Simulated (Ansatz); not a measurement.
Several settings on one geometry of Li₈H₈ (the lowest singlet isomer of a short search) (that of the charge 0 singlet, r2SCAN-D4/def2-SVP). Ansatz on 4 threads of Arm Neoverse V2 on a shared host; times are rough.

Cartesian coordinates in Å:
```
Li 1.440 0.843 -2.059
Li -0.189 1.972 0.135
Li -1.408 -0.309 -1.367
Li -2.492 -0.032 0.902
Li 2.264 1.360 0.234
Li -1.212 -2.169 0.923
Li 0.260 -0.376 1.934
Li 1.339 -1.289 -0.701
H -2.331 -1.452 -0.288
H 0.551 -1.837 0.801
H 2.614 -0.001 -0.890
H 1.209 2.275 -0.995
H 0.925 1.196 1.423
H 0.246 -0.501 -2.000
H -1.723 1.140 -0.225
H -1.492 -0.820 2.173
```

Totals from different functionals, basis sets or treatments of relativity can't be compared as stabilities.

Correlated methods freeze no core orbitals; core or outer-core shells of Li are correlated, in sets that lack core-valence functions.

Q: Give the basis size and estimate the energy, ⟨S²⟩, dipole and time of these runs.

```json
{"run": "1", "method": "RKS B97/def2-TZVP", "charge": "0", "state": "singlet", "further keys": "final_grid: {core_spheres: 8, valence_spheres: 7, degree: 23}; pseudopotentials: {relativity: none}; scf: {lower_state_search: light}; forces asked"}
{"run": "2", "method": "RKS PBE-QIDH/def2-mTZVP", "charge": "0", "state": "singlet", "further keys": "forces asked"}
{"run": "3", "method": "RKS r2SCAN/def2-TZVP", "charge": "0", "state": "singlet", "further keys": "scf: {omitted_lower_state_checks: [starts]}"}
```

A: 
```csv
run,functions,energy (Eh),⟨S²⟩,dipole (D),wall time
1,160,-65.1446,–,0.01,1.9 s
2,88,-64.8670,–,0.01,4.1 s
3,160,-65.0626,–,–,3.2 s
```
